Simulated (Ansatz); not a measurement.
`N[SiH]([SiH3])[SnH3]`. Total charge 0; spin multiplicity 1. Sn takes the def2 core potential. All single points use the PBE0-D4/def2-TZVP geometry. It is one conformer, not always the lowest.

```xyz
13

N    -0.761    0.729    1.777
Si   -0.708    0.189    0.132
Si   -0.254   -2.094   -0.185
Sn    1.073    1.585   -1.082
H     0.096    0.776    2.304
H    -1.520    0.423    2.366
H    -2.042    0.472   -0.470
H     1.106   -2.420    0.330
H    -1.235   -2.953    0.540
H    -0.300   -2.444   -1.632
H     1.480    0.900   -2.593
H     2.502    1.643   -0.141
H     0.562    3.193   -1.345
```

(1) What is the dipole moment at r2SCAN/def2-TZVPP? (Best estimate.)

(2) And with PBE, B3LYP, ωB97M-V? (Best estimate.)

(3) Give the Mulliken charges with r2SCAN, PBE, B3LYP in def2-TZVPP. (Estimate.)

Results:

(1) Computed: 1.67 D, with components (-0.46, -0.28, 1.59) D in this frame, pointing from negative to positive charge.

(2) Ansatz gave: PBE 1.66 D, B3LYP 1.66 D, ωB97M-V 1.64 D.

(3) Computed: 
| atom | r2SCAN | PBE | B3LYP |
| --- | --- | --- | --- |
| N1 | -0.44 | -0.38 | -0.39 |
| Si2 | 0.23 | 0.15 | 0.21 |
| Si3 | 0.14 | 0.06 | 0.12 |
| Sn4 | 0.41 | 0.39 | 0.43 |
| H5 | 0.16 | 0.15 | 0.14 |
| H6 | 0.15 | 0.15 | 0.13 |
| H7 | -0.09 | -0.06 | -0.08 |
| H8 | -0.07 | -0.05 | -0.06 |
| H9 | -0.07 | -0.05 | -0.06 |
| H10 | -0.06 | -0.04 | -0.06 |
| H11 | -0.12 | -0.11 | -0.13 |
| H12 | -0.13 | -0.12 | -0.13 |
| H13 | -0.12 | -0.11 | -0.12 |

B3LYP here is the variant with VWN-RPA as its local correlation; programs differ in this.
